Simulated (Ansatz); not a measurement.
The cluster Cd9O8⁺ (the lowest doublet isomer of a short search), 17 atoms. Hardware: 2 threads of AMD EPYC 7R13 on a shared host and a share (18 GiB) of an NVIDIA H100 80GB HBM3.

In the def2 sets Cd takes a core potential; there is no spin–orbit coupling. Correlated methods freeze 8 core orbitals; core or outer-core shells of Cd are correlated, in sets that lack core-valence functions. Single mean-field runs in def2-TZVP are fitted with def2-universal-jkfit.

**Question.** How many basis functions does each of these Ansatz runs have, and roughly what does it cost? RPA@PBE/def2-SVP, charge 1 doublet, energy, from earlier orbitals; PBE-D4/def2-SVP, charge 1 doublet, energy, from earlier orbitals; r2SCAN-D4/def2-TZVP, charge 1 doublet, energy, from earlier orbitals; PBE-D4/def2-SVP, charge 1 doublet, relaxation, 34 steps; PBE-D4/def2-SVP, charge 1 doublet, energy with a search over starts; PBE-D4/def2-TZVP, charge 1 doublet, energy and forces, from earlier orbitals; LC-ωPBE/def2-TZVP, charge 1 doublet, energy, from earlier orbitals; PBE0-D4/def2-SVP, charge 1 doublet, energy, from earlier orbitals; MP2/def2-SVP, charge 1 doublet, energy, from earlier orbitals; PBE0-D4/def2-TZVP, charge 1 doublet, energy, from earlier orbitals.

**Answer.** Other jobs shared the machine, so times can vary by a factor of up to 3.

```tsv
run	functions	fitting or Cholesky vectors	wall time	peak host memory (GiB)
PBE0-D4/def2-TZVP, charge 1 doublet, energy, from earlier orbitals	608	2911	14 s	1.2
PBE-D4/def2-TZVP, charge 1 doublet, energy and forces, from earlier orbitals	608	2911	15 s	1.2
PBE-D4/def2-SVP, charge 1 doublet, energy, from earlier orbitals	391	3916	16 s	1.2
MP2/def2-SVP, charge 1 doublet, energy, from earlier orbitals	391	3983	18 s	1
RPA@PBE/def2-SVP, charge 1 doublet, energy, from earlier orbitals	391	3983	19 s	2.4
PBE0-D4/def2-SVP, charge 1 doublet, energy, from earlier orbitals	391	3983	20 s	1.2
r2SCAN-D4/def2-TZVP, charge 1 doublet, energy, from earlier orbitals	608	2911	21 s	1.5
LC-ωPBE/def2-TZVP, charge 1 doublet, energy, from earlier orbitals	608	2911	33 s	1.3
PBE-D4/def2-SVP, charge 1 doublet, energy with a search over starts	391	3916	36 s	1.3
PBE-D4/def2-SVP, charge 1 doublet, relaxation, 34 steps	391	3916	4.1 min	1.1
```
